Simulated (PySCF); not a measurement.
**J couplings in delta-Valerolactam**

Molfile (atoms numbered from 1):
```
C5H9NO
     RDKit          3D

 16 16  0  0  0  0  0  0  0  0999 V2000
    2.4902    1.2705   -0.0789 O   0  0  0  0  0  0  0  0  0  0  0  0
    1.3997    0.7357   -0.0572 C   0  0  0  0  0  0  0  0  0  0  0  0
    1.1973   -0.7101   -0.4699 C   0  0  0  0  0  0  0  0  0  0  0  0
   -0.0983   -1.3211    0.0486 C   0  0  0  0  0  0  0  0  0  0  0  0
   -1.2530   -0.3772   -0.2628 C   0  0  0  0  0  0  0  0  0  0  0  0
   -1.0400    0.9217    0.5035 C   0  0  0  0  0  0  0  0  0  0  0  0
    0.2930    1.4343    0.2796 N   0  0  0  0  0  0  0  0  0  0  0  0
    1.2036   -0.7207   -1.5638 H   0  0  0  0  0  0  0  0  0  0  0  0
    2.0686   -1.2771   -0.1394 H   0  0  0  0  0  0  0  0  0  0  0  0
   -0.0327   -1.4735    1.1283 H   0  0  0  0  0  0  0  0  0  0  0  0
   -0.2601   -2.2943   -0.4180 H   0  0  0  0  0  0  0  0  0  0  0  0
   -1.2791   -0.1731   -1.3349 H   0  0  0  0  0  0  0  0  0  0  0  0
   -2.2085   -0.8155    0.0270 H   0  0  0  0  0  0  0  0  0  0  0  0
   -1.7623    1.6792    0.1835 H   0  0  0  0  0  0  0  0  0  0  0  0
   -1.1932    0.7421    1.5778 H   0  0  0  0  0  0  0  0  0  0  0  0
    0.4671    2.3881    0.5652 H   0  0  0  0  0  0  0  0  0  0  0  0
  1  2  2  0
  2  3  1  0
  3  4  1  0
  4  5  1  0
  5  6  1  0
  6  7  1  0
  7  2  1  0
  3  8  1  0
  3  9  1  0
  4 10  1  0
  4 11  1  0
  5 12  1  0
  5 13  1  0
  6 14  1  0
  6 15  1  0
  7 16  1  0
M  END
```

Indirect spin–spin couplings were computed at B3LYP/pcJ-1 (spin–dipole term only in couplings to heteroatoms) (PySCF) on a GFN2-xTB structure, for the isolated molecule, without vibrational or relativistic corrections. Couplings are averaged over pairs made equivalent by symmetry, fast rotation or ring inversion, so a value needn't be that of the named pair in this geometry, while other rotamers aren't included; one pair stands for each set, and the list holds a selection of those of at least 1.5 Hz over up to four bonds, among pairs with at least one C or N or H atom (others weren't computed).

Isotopes: $^{13}$C, $^{1}$H, $^{15}$N, $^{17}$O. Couplings to quadrupolar nuclei such as 17O and 33S are rarely resolved in practice.

```tsv
pair	bonds	J (Hz)
O1, C2	1	28.4
C2, C3	1	51.2
C2, N7	1	?
C3, C4	1	31.7
C3, H8	1	?
C4, C5	1	31.8
C4, H10	1	134.9
C5, C6	1	?
C5, H12	1	?
C6, N7	1	?
C6, H14	1	?
N7, H16	1	-92.1
O1, C3	2	-2.5
C3, C5	2	-1.7
C5, H14	2	-3.2
H8, H9	2	?
H12, H13	2	-13.3
C2, C5	3	?
C2, H14	3	2.4
C3, H16	3	4.8
C5, H16	3	5.7
C6, H10	3	7.0
N7, H12	3	-3.2
H8, H10	3	8.3
H10, H12	3	9.2
H12, H15	3	7.6
```

**Question.** Estimate the withheld couplings, with signs.

**Answer.** 
- $^{1}J$(C2,N7) = -15.7 Hz (bond length 1.351 Å)
- $^{1}J$(C3,H8) = 136.0 Hz (mean over equivalent pairs that range from 132.0 to 140.0 Hz in this conformer)
- $^{1}J$(C5,C6) = 34.5 Hz (bond length 1.523 Å)
- $^{1}J$(C5,H12) = 135.4 Hz (bond length 1.092 Å, sp3 carbon)
- $^{1}J$(C6,N7) = -10.0 Hz (bond length 1.446 Å)
- $^{1}J$(C6,H14) = 142.6 Hz (bond length 1.095 Å, sp3 carbon)
- $^{2}J$(H8,H9) = -18.3 Hz (angle at C3 107°)
- $^{3}J$(C2,C5) = 3.6 Hz
